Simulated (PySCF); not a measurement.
A structure optimised at PBE-D3(BJ)/def2-SVP, used in a PySCF frequency run:

```
Si
H 1 1.5065
C 1 1.9646 2 111.45
H 3 1.1122 1 109.95 2 8.17
H 3 1.1124 4 104.51 1 -118.87
N 3 1.4557 4 108.11 5 -114.42
C 6 1.2829 3 121.02 4 -125.31
H 7 1.1121 6 116.20 3 -179.81
Si 7 1.9364 8 121.73 6 179.90
H 9 1.5056 7 111.42 8 -58.44
H 9 1.5062 10 108.49 7 -122.26
Si 1 2.3437 2 111.86 3 126.93
H 12 1.5056 1 111.54 2 58.42
H 12 1.5068 13 108.69 1 -119.53
H 12 1.5072 13 108.42 14 -117.48
```

Task: Write its SMILES and formula.

Result: [SiH3][Si@H]1CN=C[SiH2]1, C2H9NSi3

Task: What are its rotational constants (standard atomic weights)?

Result: 2.8913, 1.2006, 0.97875 GHz
